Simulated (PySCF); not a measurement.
KH: frontier orbitals

PBE at R = 2.326 Å; PySCF, no relativity, basis sets K 3-21G, H 3-21G. State: ¹Σ⁺ (singlet), closed shell. Only the outer orbitals are listed, counted within each symmetry.

| orbital | occ. | ε (eV) | on K (%) | main shells (%) |
| --- | --- | --- | --- | --- |
| 4σ | 2 | -35.07 | 100 | 100 K s |
| 2π | 2 | -18.81 | 100 | 100 K p |
| 2π | 2 | -18.81 | 100 | 100 K p |
| 5σ | 2 | -18.65 | 100 | 100 K p |
| 6σ | 2 | -3.40 | 38 | 62 H s, 31 K s |
| 7σ | 0 | -1.74 | 90 | 54 K s, 36 K p, 10 H s |
| 3π | 0 | -0.51 | 100 | 100 K p |
| 3π | 0 | -0.51 | 100 | 100 K p |

Task: Which are the highest filled and the lowest empty level, where do they sit, and how wide is the gap?

Result: Highest filled 6σ at -3.40 eV (in %: 62 H s, 31 K s); lowest empty 7σ at -1.74 eV (in %: 54 K s, 36 K p, 10 H s); the gap at PBE is 1.66 eV.

```json
{"bond order (Mayer)": "0.94", "⟨S²⟩": "0.000", "charge on K (Mulliken, basis-dependent)": "0.24", "charge on K (Löwdin, basis-dependent)": "0.19", "dipole moment (positive dipole means K(−)H(+))": "-7.50 D", "polarisability along the bond": "91.0 bohr³", "polarisability across the bond": "82.2 bohr³"}
```

3-21G is very small, so such numbers show the basis as much as the molecule.
